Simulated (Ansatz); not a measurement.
`O[Si](F)(F)F` + CH₃OH → `CO[Si](F)(F)F` + H₂O at 600 K and 1 bar (ligand exchange at the Si–O bond).

Program: Ansatz. Geometries: PBE0-D4/def2-TZVP. ΔE: electronic, gas phase. CBS: MP2 limit from def2 TZ/QZ plus the TZ coupled-cluster correction, frozen cores. This one scheme is used for every species. One conformer a species, not always the lowest.

```csv
species,CCSD(T)/CBS energy (Eh),H − E (kJ/mol),S (J/(mol·K))
`O[Si](F)(F)F`,-664.50577,109.5,384.5
CH₃OH,-115.61712,163.6,277.3
`CO[Si](F)(F)F`,-703.74509,197.1,445.8
H₂O,-76.37941,76.8,212.8
```

H − E and S are ideal-gas, rigid-rotor, harmonic terms from PBE0-D4/def2-TZVP, for one conformer and one mirror image of each species. 1 Eh = 2625.50 kJ/mol, R = 8.31446 J/(mol·K).

Task: By hand: ΔE, ΔH, ΔS and ΔG.

Result: ΔE = (-703.74509) + (-76.37941) − (-664.50577) − (-115.61712) = -0.00161 Eh = -4.2 kJ/mol. Δ(H − E) = 197.1 + 76.8 − 109.5 − 163.6 = 0.8, so ΔH = -3.4 kJ/mol. ΔS = 445.8 + 212.8 − 384.5 − 277.3 = -3.2 J/(mol·K). ΔG = -3.4 − 600 × (-3.2)/1000 = -1.5 kJ/mol.

Task: By hand: the equilibrium constant, and the temperature at which ΔG would vanish if ΔH and ΔS stayed fixed.

Result: log₁₀ K = −ΔG/(RT ln 10) = 0.1. ΔG = 0 at ΔH/ΔS = 1062 K, though so small a ΔH makes that figure unsure.

TΔS isn't small against ΔH here. The sign of ΔG lies within the doubt. A doubt of 5 kJ/mol in ΔE shifts log₁₀ K by 0.4 here. Other conformers and mirror images would add mixing entropy, several J/(mol·K) or more a flexible species. Modes under 60 cm⁻¹, often nearly free rotors, make the harmonic entropy too high. These are equilibria of isolated gas molecules and say nothing of rates. Largest T1 diagnostic: 0.011 (customary marks: 0.02 for closed shells, 0.045 for open ones).
